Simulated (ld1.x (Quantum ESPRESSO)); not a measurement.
Transferability test, PAW potential for Cr (Z = 24)

| Quantity | Value |
| --- | --- |
| Element | Cr |
| Generator | ld1.x (Quantum ESPRESSO) 7.5 |
| Type | PAW |
| Functional | BLYP |
| Relativity | scalar-relativistic |
| Frozen core | [Ne] |
| Valence charge | 14 |
| Reference configuration | 3s2 3p6 3d5 4s1 4p0 |
| Partial waves | 3s (bound): rcut 1.20, rcutus 1.30 bohr; 4s (bound): rcut 1.20, rcutus 1.30 bohr; 3p (bound): rcut 1.60, rcutus 2.05 bohr; 4p (bound, empty): rcut 1.60, rcutus 2.05 bohr; 3d (bound): rcut 1.50, rcutus 2.05 bohr; 3d channel at 1.95 Ry: rcut 1.50, rcutus 2.05 bohr |
| Local potential | all-electron potential smoothed inside 1.75 bohr (lloc = -1) |
| Core correction | a·sin(br)/r model core, default radius (ld1.x builds one for every PAW set, though the input has nlcc=.false.) |
| Augmentation charge | PSQ, inside the norm-conserving radii |

Energies are relative to the spin-unpolarised reference configuration 3s2 3p6 3d5 4s1 4p0; without spin polarisation the order of configurations can differ from experiment. Not all tests gave a result: 1 of 7 tests not solved or not reliable. Left out of the table: 3s2 3p6 3d3 4s0 4p0 (solver errors, printed error -1405 eV).

```json
{"valence configuration": "3s2 3p6 3d5 4s0 4p0", "charge": "+1", "ΔE all-electron (eV)": "6.970", "error AE − PS (meV)": "-3.7"}
{"valence configuration": "3s2 3p6 3d4 4s0 4p0", "charge": "+2", "ΔE all-electron (eV)": "23.059", "error AE − PS (meV)": "+0.7"}
{"valence configuration": "3s2 3p6 3d4 4s1 4p1", "charge": "0", "ΔE all-electron (eV)": "3.498", "error AE − PS (meV)": "+2.6"}
{"valence configuration": "3s2 3p6 3d5.5 4s0.5 4p0", "charge": "0", "ΔE all-electron (eV)": "0.744", "error AE − PS (meV)": "-0.6"}
{"valence configuration": "3s2 3p6 3d5 4s0 4p1", "charge": "0", "ΔE all-electron (eV)": "3.163", "error AE − PS (meV)": "-0.7"}
```

**Question.** What are ΔE and the potential's error for 3s2 3p5 3d5 4s1 4p0?

**Answer.** ΔE = 51.360 eV all-electron; the error (AE − PS) is -27 meV.

Levels in the configuration 3s2 3p5 3d5 4s1 4p0:

```tsv
level	all-electron (eV)	pseudo (eV)
3s	-86.922	-86.952
3p	-58.267	-58.294
3d	-14.675	-14.681
4s	-11.612	-11.606
```

ld1.x printed “convergence not achieved” for 6 of the counted tests; their residual had stalled under 1e-8, short of the target of 1e-14.
